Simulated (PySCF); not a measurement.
Energy of Au⁻ (gold, charge -1) between two integer charges

The 6s beta orbital of [Xe] 4f14 5d10 6s2 is emptied in steps (occupation f), with all orbitals relaxed, ending at [Xe] 4f14 5d10 6s1. Computed with PySCF 2.14 in aug-cc-pVTZ-PP with ECP60MDF (6s6p5d3f2g, 88 functions), with scalar relativity through the core potential. The exact energy is a straight line in f; departures are measured from the line between the end points of the same method.

| f | LDA (eV) | PBE (eV) |
| --- | --- | --- |
| 1 | 0.000 | 0.000 |
| 0.9 | -0.263 | -0.254 |
| 0.7 | -0.627 | -0.605 |
| 0.5 | -0.758 | -0.733 |
| 0.3 | -0.646 | -0.626 |
| 0.1 | -0.280 | -0.272 |
| 0 | 0.000 | 0.000 |

```csv
method,E(f=0) − E(f=1) (eV),−ε at f=1 (eV),−ε at f=0.5 (eV)
LDA,2.611,-0.284,2.553
PBE,2.288,-0.500,2.225
```

Orbital energy along the path (eV):

```
  f     LDA     PBE
  1   0.284   0.500
0.9  -0.241  -0.003
0.7  -1.361  -1.077
0.5  -2.553  -2.225
0.3  -3.799  -3.433
0.1  -5.086  -4.687
  0  -5.742  -5.327
```

At f = 1 the orbital energy is positive for LDA, PBE: only the finite basis holds the electron.

Reference removal energy between the ground levels: 2.309 eV (measured; photodetachment measurements, as compiled on the Wikipedia data page of electron affinities).
